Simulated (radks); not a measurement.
Values are calculated unless marked as measured or tabulated.
The nuclear charge of the barium ion Ba2+ is varied continuously with 54 electrons held in [Xe]. Level of theory: Dirac Kohn-Sham, BLYP, spin-unpolarised, spherical densities, point nucleus (a radial shooting solver on a logarithmic mesh with Libxc functionals). By the Hellmann-Feynman theorem dE/dZ = E(electron-nucleus)/Z, the electronic potential at the nucleus.

Z     E (hartree)  E(electron-nucleus)/Z (hartree)   HOMO  e(HOMO) (eV)  <r> HOMO (bohr)
55.6   -7998.9696                         -349.525  5p3/2       -24.997            1.992
55.8   -8069.0504                         -351.283  5p3/2       -27.478            1.958
56     -8139.4828                         -353.042  5p3/2       -30.025            1.925
56.2   -8210.2673                         -354.803  5p3/2       -32.634            1.894
56.4   -8281.4040                         -356.565  5p3/2       -35.306            1.864
56.6   -8352.8933                         -358.329  5p3/2       -38.038            1.835
56.8   -8424.7356                         -360.095  5p3/2       -40.831            1.808
57     -8496.9313                         -361.862  5p3/2       -43.683            1.782

The central difference of E at Z = 56 is -353.042 hartree, to compare with the third column; the second derivative is -8.8 hartree.
